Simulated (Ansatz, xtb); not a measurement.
# Relative energy of two isomers of C6H6ClNS

We compare a, `CSc1ccc(Cl)nc1`, a singlet, with b, `Nc1cc(S)ccc1Cl`, a singlet. Both are isolated molecules in the gas phase, relaxed with B3LYP-D3(BJ)/def2-SVP; the shapes shown needn't be the lowest conformers.

a (Å):

```yaml
atoms:
  - { symbol: C, position_ang: [-2.0841, -1.2527, -1.8396] }
  - { symbol: C, position_ang: [-1.1040, 1.1140, -0.6963] }
  - { symbol: C, position_ang: [-1.1694, 2.4172, -0.1640] }
  - { symbol: C, position_ang: [-0.0109, 3.0364, 0.2828] }
  - { symbol: C, position_ang: [1.1918, 2.3198, 0.1804] }
  - { symbol: C, position_ang: [0.1600, 0.5051, -0.7439] }
  - { symbol: Cl, position_ang: [2.6722, 3.0756, 0.7368] }
  - { symbol: N, position_ang: [1.2745, 1.1042, -0.3126] }
  - { symbol: S, position_ang: [-2.6142, 0.3793, -1.2488] }
  - { symbol: H, position_ang: [-1.3760, -1.1703, -2.6770] }
  - { symbol: H, position_ang: [-2.9988, -1.7474, -2.1940] }
  - { symbol: H, position_ang: [-1.6445, -1.8535, -1.0303] }
  - { symbol: H, position_ang: [-2.1283, 2.9382, -0.1032] }
  - { symbol: H, position_ang: [-0.0245, 4.0434, 0.7001] }
  - { symbol: H, position_ang: [0.2875, -0.5036, -1.1435] }
```

b (Å):

```yaml
atoms:
  - { symbol: C, position_ang: [-0.5931, 0.2949, 0.8883] }
  - { symbol: C, position_ang: [0.8012, 0.4820, 0.9679] }
  - { symbol: C, position_ang: [1.6887, -0.5952, 0.8904] }
  - { symbol: C, position_ang: [1.1952, -1.9008, 0.7329] }
  - { symbol: C, position_ang: [-0.1814, -2.1040, 0.6590] }
  - { symbol: C, position_ang: [-1.0625, -1.0288, 0.7357] }
  - { symbol: Cl, position_ang: [-2.7947, -1.3103, 0.6538] }
  - { symbol: N, position_ang: [-1.4596, 1.3639, 0.9177] }
  - { symbol: S, position_ang: [3.4530, -0.3933, 0.9895] }
  - { symbol: H, position_ang: [-2.4329, 1.1504, 1.1008] }
  - { symbol: H, position_ang: [-1.1213, 2.2257, 1.3256] }
  - { symbol: H, position_ang: [1.1805, 1.5001, 1.0865] }
  - { symbol: H, position_ang: [3.4577, 0.9551, 1.0757] }
  - { symbol: H, position_ang: [1.8779, -2.7498, 0.6694] }
  - { symbol: H, position_ang: [-0.5863, -3.1105, 0.5420] }
```

Quicker runs give these differences E(b) − E(a): GFN2-xTB −4.4 kcal/mol; HF/STO-3G +5.7 kcal/mol (at GFN2-xTB geometries); r2SCAN-D4/def2-SVP −10.1 kcal/mol (at GFN2-xTB geometries).

Task: Estimate which is lower in electronic energy at CCSD(T)/def2-SVP + ΔMP2/def2-TZVPP, and by roughly how much.

Result: The CCSD(T)/def2-SVP + ΔMP2/def2-TZVPP calculation puts structure b lower, by 7.6 kcal/mol.

The same difference at several levels:

```
                             level               geometry  E(b) − E(a) (kcal/mol)  departure from the last row (kcal/mol)  job, with rough time for the two
                          GFN2-xTB               GFN2-xTB                      −4.4                                    +3.2              optimisation, 0.37 s
                         HF/STO-3G               GFN2-xTB                      +5.7                                   +13.3              single point, 0.62 s
                r2SCAN-D4/def2-SVP               GFN2-xTB                     −10.1                                    −2.5               single point, 6.3 s
             B3LYP-D3(BJ)/def2-SVP  B3LYP-D3(BJ)/def2-SVP                      −8.8                                    −1.2                optimisation, 55 s
                       HF/def2-SVP  B3LYP-D3(BJ)/def2-SVP                      −9.2                                    −1.6           part of the CCSD(T) run
                      MP2/def2-SVP  B3LYP-D3(BJ)/def2-SVP                      −8.5                                    −0.9           part of the CCSD(T) run
                  CCSD(T)/def2-SVP  B3LYP-D3(BJ)/def2-SVP                      −7.9                                    −0.3                      single point
CCSD(T)/def2-SVP + ΔMP2/def2-TZVPP  B3LYP-D3(BJ)/def2-SVP                      −7.6                                                       single point, 3 min
```

As drawn, b has 1 C–N, 2 C∷C, 2 N–H, 1 S–H in place of 1 C–S, 2 C∷N, 3 C–H (∷ is an aromatic bond).

HF/STO-3G puts the two in the other order. The largest departure from CCSD(T)/def2-SVP + ΔMP2/def2-TZVPP is that of HF/STO-3G, 13.3 kcal/mol. The last row adds to CCSD(T) the change of the MP2 difference between the two basis sets, here +0.3 kcal/mol.

With thermal terms from frequencies at re-optimised GFN2-xTB minima (ideal gas, soft modes damped towards free rotors, one conformer each, 298.15 K, 1 atm): the zero-point term adds −1.2 kcal/mol; ΔH is −8.7 and ΔG −8.4 kcal/mol.

The correlated steps freeze 17 core orbitals. Programs: Ansatz 0.2.0, xtb 6.7.1; the last row on 4 threads of Arm Neoverse V1 on a shared host.
